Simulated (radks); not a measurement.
Effect of the nuclear size on the xenon ion Xe+, [Kr] 4d10 5s2 5p5. All-electron calculation, Dirac Kohn-Sham, PBE, spin-unpolarised, spherical densities, finite nucleus; open shells fill j = l - 1/2 first; Fermi nuclear charge, rms radius 4.7859 fm. Program: a radial shooting solver on a logarithmic mesh with Libxc functionals. The rms radius is varied about that value; shifts are against it.

| rms radius (fm) | total energy shift (eV) | density at nucleus (e/bohr^3) | 1s1/2 shift (meV) | 2s1/2 shift (meV) | 4s1/2 shift (meV) | 4p1/2 shift (meV) | 5s1/2 shift (meV) | 5p1/2 shift (meV) | 5p3/2 shift (meV) |
|---|---|---|---|---|---|---|---|---|---|
| 3.9771 | -2.07 | 2.808e+05 | -866 | -102 | -4.27 | 0.318 | -0.589 | 0.067 | 0.075 |
| 4.3456 | -1.17 | 2.763e+05 | -488 | -57.7 | -2.40 | 0.179 | -0.332 | 0.038 | 0.042 |
| 4.7859 | 0 | 2.716e+05 | 0.000 | 0.000 | 0.000 | 0.000 | 0.000 | 0.000 | 0.000 |
| 4.9678 | 0.510 | 2.698e+05 | 213 | 25.2 | 1.05 | -0.078 | 0.145 | -0.016 | -0.018 |
| 5.4081 | 1.81 | 2.657e+05 | 755 | 89.3 | 3.72 | -0.277 | 0.513 | -0.058 | -0.066 |

Slopes of the eigenvalues against <r^2> in GHz/fm^2, as finite differences over the two radii next to the reference (eigenvalue slopes, not the field-shift constants of lines): 1s1/2 29200, 2s1/2 3460, 4s1/2 144, 4p1/2 -10.7, 5s1/2 19.9, 5p1/2 -2.27, 5p3/2 -2.54.
